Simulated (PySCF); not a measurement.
Si(H)2(OMe)(SMe) (C2H8OSSi), SMILES [SiH2](OC)SC. Atoms are numbered in the order given.

```xyz
13

Si     0.2717    -0.9212     0.5670
O      1.7764    -0.1901     0.4231
C      1.9391     1.2133     0.3619
S     -1.1489    -0.3726    -0.9560
C     -1.8825     1.1447    -0.2166
H     -0.3508    -0.5565     1.8933
H      0.5366    -2.3845     0.4230
H      3.0235     1.4437     0.3283
H      1.4670     1.6424    -0.5519
H      1.5062     1.7307     1.2512
H     -1.2067     2.0153    -0.3188
H     -2.8151     1.3501    -0.7751
H     -2.1328     0.9895     0.8508
```
Charge 0, spin multiplicity 1.

Geometry: PBE-D3(BJ)/def2-SVP. The values are those of a single conformer.

Two levels are set side by side: PBE/pcSseg-1 (PySCF) and HF/pcSseg-1 (PySCF). GIAO shifts against H2O (¹⁷O), H2S (³³S), TMS (²⁹Si), TMS (¹H), TMS (¹³C) at the same level; non-relativistic, no solvent, atoms listed together averaged. Differences are taken from unrounded values.

| quantity | PBE |
|---|---|
| δ(²⁹Si) of Si1 (ppm) | 5.3 |
| δ(¹⁷O) of O2 (ppm) | 59.4 |
| δ(¹³C) of C3 (ppm) | 59.1 |
| δ(³³S) of S4 (ppm) | 116.3 |
| δ(¹³C) of C5 (ppm) | 24.7 |
| δ(¹H) of H6, H7 (ppm) | 5.87 |

Question: These are the PBE values. What does HF give? (An estimate is asked for; the answer gives what the named calculation found.)

Answer: 
```json
[
 {"quantity": "δ(²⁹Si) of Si1 (ppm)", "HF": "-5.1", "PBE minus HF": "10.4"},
 {"quantity": "δ(¹⁷O) of O2 (ppm)", "HF": "6.0", "PBE minus HF": "53.4"},
 {"quantity": "δ(¹³C) of C3 (ppm)", "HF": "51.5", "PBE minus HF": "7.6"},
 {"quantity": "δ(³³S) of S4 (ppm)", "HF": "27.2", "PBE minus HF": "89.1"},
 {"quantity": "δ(¹³C) of C5 (ppm)", "HF": "19.3", "PBE minus HF": "5.4"},
 {"quantity": "δ(¹H) of H6, H7 (ppm)", "HF": "5.05", "PBE minus HF": "0.82"}
]
```

Rough cost on one machine, each run with all the roots and properties that it gave: HF against PBE within a factor of 2.
